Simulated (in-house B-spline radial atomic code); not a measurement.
Configurations of Ge IV (Ge3+), with energies counted from [Ar] 3d10 4s1. All numbers are computed (scalar-relativistic (X2C) TPSSh, spin-polarised, spherical fractional occupations; Fermi nucleus of rms radius 4.0742 fm) with a B-spline radial code for spherical atoms, not measured. Caution: exact exchange at fractional occupations of open shells leaves self-interaction of up to several eV. Shells without spins written out take the highest spin.

Occupations are held fixed; configurations that lie above the ionisation limit could autoionise.

```
            configuration  E - E(ref) (eV)  highest orbital  its <r> (bohr)
             [Ar] 3d9 4s2           27.711          4s down           1.792
            [Ar] 3d10 5p1           28.106            5p up           4.394
            [Ar] 3d10 5f1           37.127            5f up           7.631
         [Ar] 3d9 4s1 4d1           52.532            4d up           2.773
[Ne] 3s2 3p5 3d10 4s1 4d1           141.28            4d up            2.77
[Ne] 3s2 3p5 3d10 4s1 5s1           142.35            5s up           3.744
[Ne] 3s2 3p5 3d10 4s1 5d1           151.36            5d up           5.457
```

(1) Order these further configurations by energy, lowest first.
A. [Ar] 3d9 4s1 5f1
B. [Ar] 3d10 5s1
C. [Ne] 3s2 3p5 3d10 4s1 4p1
D. [Ne] 3s2 3p(3 up, 2 down) 3d10 4s(1 up, 0 down) 5d(0 up, 1 down)
E. [Ar] 3d(4 up, 5 down) 4s(1 up, 0 down) 5p(1 up, 0 down)

(2) How far above the reference does [Ar] 3d10 4p(1 up, 0 down) lie?

(3) How far above the reference does [Ar] 3d10 4d(0 up, 1 down) lie?

Answers

(1) B (24.422 eV), E (57.717 eV), A (66.771 eV), C (125.86 eV), D (151.6 eV).

(2) 10.84 eV; its least bound orbital is 4p up with <r> = 2.149 bohr.

(3) 24.286 eV; its least bound orbital is 4d down with <r> = 3.039 bohr.
